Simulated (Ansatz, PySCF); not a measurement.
Mo(O)(NH)(NH2)(SH) (H4MoN2OS), SMILES [NH2][Mo]([SH])(=[NH])=[O], multiplicity 1. Atoms are numbered in the order given.

```xyz
9

Mo     0.2570     0.0962    -0.1346
O      1.6684    -0.0834     0.7791
N      0.2851    -0.6976    -1.6870
H      0.8468    -1.3142    -2.2785
N     -0.1007     1.9739    -0.4432
H      0.2060     2.7086     0.1924
H     -0.4760     2.3641    -1.3047
S     -1.5475    -0.9759     0.9710
H     -1.2481    -0.4508     2.1858
```

Geometry: B3LYP-D3(BJ)/def2-SVP. The spin state was assumed, not searched. The structure was generated by enumeration; whether it is a known compound was not checked. The def2 effective core potentials stand for the cores of Mo; spin–orbit coupling is left out. The values are those of a single conformer.

Vertical ionisation energy (IE) and electron affinity (EA) in eV. Rows of orbital energies are one-electron estimates. Where ΔSCF, EOM or ADC give a negative EA the extra electron is unbound and the value depends on the basis.

| level | IE | EA |
|---|---|---|
| −ε(HOMO), −ε(LUMO), PBE0/def2-TZVP (PySCF) | 7.35 | 2.05 |
| −ε(HOMO), −ε(LUMO), PBE/def2-TZVP (PySCF) | 6.15 | 2.74 |
| ΔSCF, CAM-B3LYP/def2-SVPD (Ansatz), final states of multiplicity 2 and 2 | 9.45 | 0.72 |
| ΔSCF, PBE/def2-SVPD (Ansatz), final states of multiplicity 2 and 2 | 9.06 | 0.11 |

Problem. What vertical singlet–triplet gap does ΔSCF give with CAM-B3LYP/def2-SVPD (Ansatz, a first-principles code) and with PBE/def2-SVPD (Ansatz)? (The exact figures need the calculation; the answer reports its results.)

Solution. 3.43 and 3.45 eV (triplet above singlet where positive).
